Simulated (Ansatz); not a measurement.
`C=NO` and `C=[N][SnH3]` differ in one atom or group.

Ansatz, PBE0-D4/def2-TZVP geometries, multiplicity 1. Each molecule was computed in one conformer, which needn't be the lowest.

Elements past krypton have def2 core potentials.

| property | `C=NO` |
| --- | --- |
| HOMO–LUMO gap (ωB97M-V/def2-TZVPP) / eV | 12.17 |
| HOMO–LUMO gap (B3LYP/def2-TZVPP) / eV | 7.04 |
| ideal-gas entropy at 298 K and 1 bar (rigid rotor, harmonic PBE0-D4/def2-TZVP) / J/(mol·K) | 253 |
| HOMO energy (PBE0/def2-TZVPP) / eV | -7.81 |
| HOMO–LUMO gap (PBE/def2-TZVPP) / eV | 5.11 |
| HOMO energy (ωB97M-V/def2-TZVPP) / eV | -10.15 |

(1) What does the change do to each property? (Best estimate.)

## Answers

(1) The calculation gave: 
```
                                                                                  property  `C=[N][SnH3]`  shift
                                                   HOMO–LUMO gap (ωB97M-V/def2-TZVPP) / eV          10.38  -1.79
                                                     HOMO–LUMO gap (B3LYP/def2-TZVPP) / eV           5.78  -1.26
ideal-gas entropy at 298 K and 1 bar (rigid rotor, harmonic PBE0-D4/def2-TZVP) / J/(mol·K)            309     56
                                                        HOMO energy (PBE0/def2-TZVPP) / eV          -6.79   1.02
                                                       HOMO–LUMO gap (PBE/def2-TZVPP) / eV           3.79  -1.32
                                                     HOMO energy (ωB97M-V/def2-TZVPP) / eV          -9.04   1.11
```

With PBE0 the HOMO rises by 1.02 eV and the LUMO falls by 0.31 eV, so the gap narrows by about 1.33 eV. PBE moves the HOMO by 0.92 eV and ωB97M-V by 1.11 eV. The zero-point energy changes by 12.8 kJ/mol with +6 modes.

B3LYP here is the variant with VWN-RPA as its local correlation; programs differ in this.
